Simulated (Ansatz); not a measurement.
Mulliken charges of H6SeSi2 (`[SiH3][SiH2][SeH]`) from ωB97M-V/def2-TZVPP in Ansatz (PBE0-D4/def2-TZVP geometry).

```tsv
atom	x (Å)	y (Å)	z (Å)	charge (e)
Si1	-0.962	0.736	-0.667	0.056
Si2	0.643	-0.868	-0.111	0.124
Se3	1.940	-0.104	1.611	-0.186
H4	-1.869	0.247	-1.741	-0.018
H5	-0.286	1.979	-1.122	-0.009
H6	-1.773	1.040	0.543	-0.017
H7	0.009	-2.171	0.226	-0.014
H8	1.607	-1.085	-1.221	-0.009
H9	0.780	0.180	2.467	0.073
```

By hand: the dipole of these point charges (1 e Å = 4.8032 D).

Σ q r = (-0.226, -0.034, -0.131) e Å, of length 0.263 e Å = 1.26 D.

How does the dipole of the full density compare? (Estimate.)

Ansatz gave: (-0.185, -0.017, -0.065) e Å, 0.95 D; the point charges give 1.33 times that, at 11° from its direction.

Point charges leave out the atoms' own dipoles, such as those of lone pairs, and Mulliken's split depends on the basis, so the two needn't agree.
